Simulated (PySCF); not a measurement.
Species: C5H5N2Si (doublet state).
SMILES with atom numbers: `[CH:1]#[C:2][SiH2:3][C:4]([C:5]#[N:6])[N:7]=[CH2:8]` (hydrogens: H9 on C1; H10, H11 on Si3; H12, H13 on C8)

Cartesian coordinates in Å at the GFN2-xTB level; atoms count from 1:
```xyz
13
C5H5N2Si angstrom
C      3.0605   -0.0650    0.5525
C      2.0692   -0.1720   -0.1198
Si     0.5324   -0.3067   -1.1380
C     -0.8285    0.6450   -0.2051
C     -1.1328    1.9162   -0.6685
N     -1.3500    2.9531   -1.1262
N     -1.4075    0.1988    0.8825
C     -1.7741   -0.9371    1.3004
H      3.9302    0.0266    1.1377
H      0.1207   -1.7165   -1.1787
H      0.7048    0.3010   -2.4542
H     -2.0401   -1.0345    2.3404
H     -1.8892   -1.8084    0.6593
```

The hyperfine couplings belong to this conformer and change with its torsions.

Computed, not measured: PySCF 2.14.0, UKS B3LYP, pcH-1 on C H N Si, non-relativistic, mean-field spin-orbit, GIAO. Geometry: GFN2-xTB, one conformer, isolated molecule. A GFN2-xTB geometry isn't a minimum of the functional, and hyperfine couplings can be far from their values at a DFT geometry. The frame is twisted about the C4–N7 bond at this geometry (dihedral Si3–C4–N7–C8 = -37°); couplings at other torsion angles weren't computed. The SCF solution wasn't tested for stability.

Principal values of hyperfine tensors in MHz (contact, dipolar and spin–orbit terms together), for some of the nuclei:

| atom | isotope | A1 | A2 | A3 |
| --- | --- | --- | --- | --- |
| C8 | 13C | 22.19 | 25.40 | 93.86 |
| C4 | 13C | 2.87 | 3.32 | 131.71 |
| C5 | 13C | -42.53 | -30.28 | -14.83 |
| H10 | 1H | 23.92 | 25.91 | 29.80 |
| Si3 | 29Si | 19.16 | 24.56 | 26.18 |
| C2 | 13C | 16.52 | 16.72 | 18.81 |
| H13 | 1H | 5.45 | 11.95 | 26.92 |
| N6 | 14N | -5.80 | -3.38 | 25.95 |

**Question.** Give the isotropic coupling of each nucleus in MHz and in mT (g = 2.0026), and the anisotropic part.

**Answer.** a_iso = (A1 + A2 + A3)/3, Ti = Ai − a_iso; 1 mT corresponds to 28.029 MHz. The tensors hold a spin–orbit part: the run splits a_iso into a_FC + a_SO, and T includes its anisotropic share.

| atom | a_iso (MHz) | a_FC | a_SO | a_iso (mT) | T1 | T2 | T3 |
| --- | --- | --- | --- | --- | --- | --- | --- |
| C8 | 47.15 | 47.19 | -0.04 | 1.682 | -24.96 | -21.75 | 46.71 |
| C4 | 45.96 | 46.04 | -0.07 | 1.640 | -43.09 | -42.65 | 85.74 |
| C5 | -29.21 | -29.23 | 0.01 | -1.042 | -13.31 | -1.06 | 14.38 |
| H10 | 26.54 | 26.54 | 0.00 | 0.947 | -2.62 | -0.64 | 3.26 |
| Si3 | 23.30 | 23.31 | -0.01 | 0.831 | -4.14 | 1.26 | 2.87 |
| C2 | 17.35 | 17.35 | 0.00 | 0.619 | -0.83 | -0.64 | 1.46 |
| H13 | 14.78 | 14.78 | 0.00 | 0.527 | -9.32 | -2.83 | 12.15 |
| N6 | 5.59 | 5.60 | -0.01 | 0.199 | -11.39 | -8.97 | 20.36 |

**Question.** What spin density at the nucleus of C2 lies behind its contact coupling (g_N = 1.40482)?

**Answer.** a_FC = (2μ0/3) gₑ μB g_N μN ρ(0)/(2S·h) = 800.24 MHz × g_N × ρ(0)/(2S), with ρ in bohr⁻³. With a_FC = 17.35 MHz and 2S = 1, ρ(0) = 0.01544 bohr⁻³.

**Question.** N7 (14N, g_N = 0.40376) isn't in the table. Its spin density at the nucleus is 0.06753 bohr⁻³. What is its contact coupling?

**Answer.** By the same relation, a_FC = 21.8 MHz. Its full tensor has the principal values 4.03, 15.89, 45.44 MHz.

**Question.** Which nucleus of the table has the largest anisotropic coupling, and what is its form?

**Answer.** C4: -43.1, -42.6, 85.7 MHz, axial, in the ratio −1:−1:+2, the form that spin in one p orbital centred on that nucleus gives.

**Question.** In a single crystal, with the field along each principal axis of the tensor of C5 in turn, what first-order splitting does this nucleus give (isotropic g, quadrupole terms neglected)?

**Answer.** 2 lines (I = 1/2), spaced by |A_i|/(g × 13.996): 1.52, 1.08, 0.53 mT along the axes of A1, A2 and A3.

Hardware: an INTEL XEON PLATINUM 8581C at 2.30 GHz with one thread, on a shared host. Cost: 62 s (grids of density and orbitals included), 1.0 GiB resident at most.
